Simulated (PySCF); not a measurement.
**Vertical excitation energies**

Species: ethylgermane, C2H8Ge.
Z-matrix (Å and degrees, PBE0-D3(BJ)/def2-SVP geometry), rows numbered from 1:
```
C 
C   1  1.5364
Ge  2  1.9600  1  113.88
H   1  1.1001  2  111.61  3  -118.95
H   1  1.1022  2  113.32  3     1.25
H   1  1.1001  2  111.60  3   121.37
H   2  1.1012  1  111.27  3   121.15
H   2  1.1011  1  111.39  3  -121.23
H   3  1.5425  2  109.62  1   -54.76
H   3  1.5424  2  109.99  1    64.02
H   3  1.5415  2  111.31  1  -175.33
```

Theory: TDDFT CAM-B3LYP/def2-SVPD, vertical, gas phase, core orbitals frozen in the response (PySCF 2.14.0, density-fitted response routines). Relativistic effects, spin–orbit coupling among them, are left out although an element past zinc is present.

List the vertical singlet excitations with oscillator strengths and describe the spectrum.

```json
{"state": "S1", "E (eV)": "7.68", "λ (nm)": "161.5", "ν̃ (cm⁻¹)": "61910", "f": "0.0042", "|μ| (D)": "0.38", "main configurations (H = HOMO, L = LUMO)": "H→L (86%), H→L+1 (11%)"}
{"state": "S2", "E (eV)": "8.35", "λ (nm)": "148.6", "ν̃ (cm⁻¹)": "67320", "f": "0.125", "|μ| (D)": "1.99", "main configurations (H = HOMO, L = LUMO)": "H→L+1 (63%), H→L+2 (16%)"}
{"state": "S3", "E (eV)": "8.46", "λ (nm)": "146.5", "ν̃ (cm⁻¹)": "68240", "f": "0.067", "|μ| (D)": "1.45", "main configurations (H = HOMO, L = LUMO)": "H-1→L (81%)"}
{"state": "S4", "E (eV)": "8.59", "λ (nm)": "144.3", "ν̃ (cm⁻¹)": "69290", "f": "0.171", "|μ| (D)": "2.29", "main configurations (H = HOMO, L = LUMO)": "H-2→L (36%), H→L+2 (30%), H→L+1 (14%)"}
{"state": "S5", "E (eV)": "8.63", "λ (nm)": "143.7", "ν̃ (cm⁻¹)": "69610", "f": "0.157", "|μ| (D)": "2.19", "main configurations (H = HOMO, L = LUMO)": "H-2→L (50%), H→L+2 (31%)"}
{"state": "S6", "E (eV)": "8.71", "λ (nm)": "142.4", "ν̃ (cm⁻¹)": "70210", "f": "0.035", "|μ| (D)": "1.03", "main configurations (H = HOMO, L = LUMO)": "H→L+3 (72%), H-1→L+1 (9%), H-1→L (9%)"}
{"state": "S7", "E (eV)": "8.79", "λ (nm)": "141.1", "ν̃ (cm⁻¹)": "70900", "f": "0.060", "|μ| (D)": "1.34", "main configurations (H = HOMO, L = LUMO)": "H-1→L+1 (69%), H→L+3 (14%)"}
{"state": "S8", "E (eV)": "8.91", "λ (nm)": "139.1", "ν̃ (cm⁻¹)": "71880", "f": "0.061", "|μ| (D)": "1.34", "main configurations (H = HOMO, L = LUMO)": "H-2→L+1 (76%)"}
{"state": "S9", "E (eV)": "9.05", "λ (nm)": "137.0", "ν̃ (cm⁻¹)": "72980", "f": "0.035", "|μ| (D)": "1.02", "main configurations (H = HOMO, L = LUMO)": "H→L+4 (83%), H→L+2 (11%)"}
{"state": "S10", "E (eV)": "9.18", "λ (nm)": "135.0", "ν̃ (cm⁻¹)": "74060", "f": "0.0020", "|μ| (D)": "0.24", "main configurations (H = HOMO, L = LUMO)": "H-1→L+2 (35%), H-2→L+3 (34%), H-1→L+4 (20%)"}
```

Triplets, Tamm–Dancoff:

| state | E (eV) | λ (nm) | main configurations (H = HOMO, L = LUMO) |
| --- | --- | --- | --- |
| T1 | 7.35 | 168.6 | H→L (56%), H→L+1 (36%) |
| T2 | 7.68 | 161.4 | H→L+1 (45%), H→L (37%) |
| T3 | 7.87 | 157.5 | H-1→L (66%) |
| T4 | 7.95 | 156.0 | H-2→L (59%), H→L+2 (8%) |

The lowest singlet comes at 162 nm (741 kJ/mol) in the vacuum ultraviolet; it is very weak; its leading configuration is HOMO→LUMO (86%). The strongest level in the table is S4 at 8.59 eV (144 nm, f = 0.171). Löwdin shares by element: HOMO carbon 48%, germanium 24%, hydrogen 5% or more (atoms not listed hold the other 24%); LUMO germanium 49%, carbon 16%, hydrogen 8% or more (atoms not listed hold the other 27%). Of the 10 states listed, 8 reach f = 0.01 and none stays under 0.0005. The oscillator strengths of these states sum to 0.717; summed over the whole spectrum of an exact calculation they would give the number of electrons, 52 (Thomas–Reiche–Kuhn). The listed states span 1.51 eV, and the widest gap between neighbours is 0.67 eV (S1 to S2). The vertical ionisation energy (ΔSCF) is 10.51 eV, 1.33 eV above S10. Singlets were solved by full linear response, triplets in the Tamm–Dancoff approximation.
